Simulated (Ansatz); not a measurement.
Species: YO (charge 0, doublet). SMILES: [O]=[Y]
Geometry: optimised at B3LYP-D3(BJ)/def2-TZVP (Ansatz, an electronic-structure program).

Wanted: vertical electron affinity to the singlet, in eV. Conventions: 6-31G* and kin with 6d, 5d where marked; each state is the SCF solution reached for its charge and spin; open shells spin-unrestricted; spin-orbit terms left out; LANL2DZ with its own core potentials from Na on; def2 sets with scalar-relativistic core potentials past Kr. First-principles rows: single points at B3LYP-D3(BJ) geometries (Ansatz).

| species | coefficient | E at B3LYP/6-31G* with LANL2DZ past Ar (Ansatz), Eh | E at B3LYP/def2-TZVPD (Ansatz), Eh |
|---|---|---|---|
| charge -1, singlet | -1 | -113.20892 | -113.64176 |
| charge 0, doublet | +1 | -113.16587 | -113.59595 |

 1 Eh = 27.2114 eV.

### Question
Compute it at each level from the table.

### Answer

- B3LYP/6-31G* with LANL2DZ past Ar: the sum of coefficient times E is 0.04305 Eh, or 1.171 eV. Result: 1.17 eV.
- B3LYP/def2-TZVPD: the sum of coefficient times E is 0.04581 Eh, or 1.247 eV. Result: 1.25 eV.
